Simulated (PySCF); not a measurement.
C₂H₄BF₂N, SMILES F/C=C\B(N)F.

The structure is a stationary point at PBE-D3(BJ)/def2-SVP. The structure was generated by enumeration; whether it is a known compound was not checked. Other conformers were not sampled.

Level of theory: PBE/def2-TZVP (PySCF).

Symmetry labels are those of the subgroup Cs that the program uses (full group Cs).

Computed valence orbital energies around the gap with their symmetry:
| orbital | symmetry | energy (eV) |
|---|---|---|
| HOMO−7 | A" | -11.35 |
| HOMO−6 | A' | -11.15 |
| HOMO−5 | A" | -10.24 |
| HOMO−4 | A' | -9.72 |
| HOMO−3 | A' | -9.18 |
| HOMO−2 | A' | -8.14 |
| HOMO−1 | A" | -7.20 |
| HOMO | A" | -6.38 |
| LUMO | A" | -1.77 |
| LUMO+1 | A' | 0.31 |
| LUMO+2 | A' | 0.97 |
| LUMO+3 | A' | 1.34 |
